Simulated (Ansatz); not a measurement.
`CC1C=C1` + `[CH3][SbH2]` → `C[CH2][SbH2]` + `C1=CC1` at 700 K and 1 bar (formal exchange of groups at a C–C bond).

Computed with Ansatz on PBE0-D4/def2-TZVP structures; ΔE is electronic, products minus reactants. CCSD(T)/CBS is the MP2 limit (def2-TZVPP, def2-QZVPP) plus CCSD(T) − MP2 in def2-TZVPP, frozen cores. This one scheme is used for every species. def2 core potentials past Kr. For Sb outer-core shells are correlated without core-valence functions, which leaves a few kJ/mol of doubt a bond.

| species | CCSD(T)/CBS energy (Eh) | H − E (kJ/mol) | S (J/(mol·K)) |
| --- | --- | --- | --- |
| `CC1C=C1` | -155.72298 | 280.5 | 371.6 |
| `[CH3][SbH2]` | -281.05548 | 178.7 | 355.3 |
| `C[CH2][SbH2]` | -320.31453 | 270.5 | 411.9 |
| `C1=CC1` | -116.45901 | 189.7 | 305.0 |

H − E and S are ideal-gas, rigid-rotor, harmonic terms from PBE0-D4/def2-TZVP. 1 Eh = 2625.50 kJ/mol, R = 8.31446 J/(mol·K).

Task: By hand: ΔE, ΔH, ΔS and ΔG.

Result: ΔE = (-320.31453) + (-116.45901) − (-155.72298) − (-281.05548) = 0.00492 Eh = 12.9 kJ/mol. Δ(H − E) = 270.5 + 189.7 − 280.5 − 178.7 = 1.0, so ΔH = 13.9 kJ/mol. ΔS = 411.9 + 305.0 − 371.6 − 355.3 = -10.0 J/(mol·K). ΔG = 13.9 − 700 × (-10.0)/1000 = 20.9 kJ/mol.

Task: By hand: the equilibrium constant, and the temperature at which ΔG would vanish if ΔH and ΔS stayed fixed.

Result: log₁₀ K = −ΔG/(RT ln 10) = -1.6. ΔH and −TΔS have one sign here, so there is no such temperature.

TΔS isn't small against ΔH here. A doubt of 5 kJ/mol in ΔE shifts log₁₀ K by 0.4 here. These are equilibria of isolated gas molecules and say nothing of rates. Largest T1 diagnostic: 0.013 (customary marks: 0.02 for closed shells, 0.045 for open ones).
